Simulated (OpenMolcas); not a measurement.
# Ni5+, Pd5+, Pt5+: d⁵ down the group

```yaml
Program: OpenMolcas 26.06
Method: CASSCF
Basis: ANO-RCC-VTZP
Scalar_Hamiltonian: DKH2, point nucleus
Spin-orbit_coupling: RASSI with atomic mean-field integrals over the reference wave functions, term energies averaged over their components
```

Active space for each ion: 5 electrons in 5 orbitals (d).

Computed levels in cm-1 above ⁶S_5/2:

```
                               Level   Ni5+   Pd5+   Pt5+
                              ⁴G_7/2  46920  32790  29133
                             ⁴G_11/2  46938  32927  30413
                              ⁴G_9/2  46961  33079  31860
                              ⁴P_1/2  54201  37904  34703
                              ⁴D_7/2  58213  40266  38917
                              ⁴D_1/2  58436  41669  44506
                             ²I_11/2  66809  46697  44005
                             ²I_13/2  66974  47687  48287
                           ²F_7/2(1)  77472  56357  63353
weight of ⁶S in the lowest level (%)    100     99     85
```

Mixed levels, with the weight of the term that names them: Pd5+ ²F_7/2(1) (57 %), Pt5+ ⁴G_7/2 (67 %), Pt5+ ⁴P_1/2 (64 %), Pt5+ ⁴D_7/2 (67 %), Pt5+ ⁴D_1/2 (70 %), Pt5+ ²I_11/2 (72 %), Pt5+ ²F_7/2(1) (60 %).

Measured, with the error of the calculation in %. Measured levels: Ni5+ from Corliss and Sugar, J. Phys. Chem. Ref. Data 10, 197 (1981).

```json
{"Level": "⁴G_11/2", "Ni5+": "41921 (+12.0)"}
{"Level": "⁴P_1/2", "Ni5+": "46325 (+17.0)"}
{"Level": "⁴D_7/2", "Ni5+": "50331 (+15.7)"}
{"Level": "²I_11/2", "Ni5+": "61196 (+9.2)"}
{"Level": "²I_13/2", "Ni5+": "61280 (+9.3)"}
{"Level": "²F_7/2(1)", "Ni5+": "67085 (+15.5)"}
```

Without spin-orbit coupling ⁴G lies 46931, 32883, 30062 cm-1 above ⁶S in that order; the difference to the level ⁴G_7/2, of either sign, comes from spin-orbit coupling, which also lowers the zero.

Without dynamic correlation excited terms often stand tens of per cent too high (terms of higher spin than the ground term too low), and those without a measured partner can miss by more than the paired ones. Computed and measured levels are paired by configuration, term and J; levels that our copy of the source lacks, or whose pairing is in doubt (as where it misses far off the trend of its configuration), stay unpaired and out of the deviations. Levels of configurations outside the active space are missing.

A number in round brackets counts repeated terms of one configuration in the order of the reference energies.
